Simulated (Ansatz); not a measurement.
Two members of one family (Series CuX2), computed with Ansatz in the gas phase. HOMO and LUMO are taken over both spins. Binding counts from free atoms in the multiplicity of their measured ground term, without zero-point energy. The spins of the ions were chosen, not always searched. Names give formal oxidation states. A dash marks a value that wasn't run or was left out as unsound. The structures are stationary points that may keep the symmetry of their start. Remarks come from the PBE and PBE0 runs and from stability tests at other levels; not every state was tested. HOMO above LUMO (over both spins in singlets and doublets, within one spin in higher multiplets; at PBE or PBE0), or a gap under 0.15 eV within one spin, warns that the state may not be the lowest or that an electron is smeared out.

First: Cu(NH2)2 (doublet, charge 0, r2SCAN-D4/def2-TZVP geometry; oxidised ion triplet).

```xyz
7

Cu   -0.002    0.000    0.002
N     0.914   -0.983    1.157
H     0.553   -1.362    2.022
H     1.882   -1.260    1.057
N    -0.914    0.984   -1.156
H    -1.882    1.260   -1.059
H    -0.551    1.361   -2.022
```

```csv
level,HOMO (eV),LUMO (eV),gap (eV),vertical IE (eV),binding per atom (eV)
r2SCAN-D4/def2-TZVP,-5.28,-3.74,1.54,8.22,3.06
B3LYP-D4/6-31G,-5.78,-2.24,3.54,–,3.23
PBE0-D4/def2-SVP,-5.67,-2.51,3.16,–,3.01
PBE0-D4/def2-TZVP,-6.11,-2.88,3.23,8.12,2.99
ωB97X-V/def2-TZVP,-8.23,-0.90,7.33,–,3.01
```

Metal–donor distances: 2 × N 1.77 Å.

Second: CuMe2 (doublet, charge 0, r2SCAN-D4/def2-TZVP geometry; oxidised ion triplet).

| atom | x (Å) | y (Å) | z (Å) |
| --- | --- | --- | --- |
| Cu1 | 0.0000 | 0.0000 | 0.0000 |
| C2 | 0.0083 | 1.0782 | -1.5983 |
| H3 | -0.9926 | 1.1118 | -2.0429 |
| H4 | 0.7019 | 0.6629 | -2.3370 |
| H5 | 0.3194 | 2.1039 | -1.3681 |
| C6 | -0.0083 | -1.0782 | 1.5983 |
| H7 | -0.6405 | -0.6207 | 2.3663 |
| H8 | 1.0069 | -1.1773 | 1.9992 |
| H9 | -0.3951 | -2.0805 | 1.3825 |

Task: What does the change do? Estimate second minus first.

Result: 
```csv
level,Δ HOMO (eV),Δ LUMO (eV),Δ gap (eV),Δ vertical IE (eV),Δ binding per atom (eV)
r2SCAN-D4/def2-TZVP,-0.43,-1.85,-1.41,0.28,0.30
B3LYP-D4/6-31G,-0.41,-1.82,-1.42,–,0.28
PBE0-D4/def2-SVP,-0.82,-1.97,-1.15,–,0.37
PBE0-D4/def2-TZVP,-0.52,-1.55,-1.03,0.43,0.34
ωB97X-V/def2-TZVP,-0.63,-1.34,-0.71,–,0.31
```

Metal–donor distances: 2 × C 1.93 Å. Remarks: HOMO above LUMO, gap within one spin near zero.
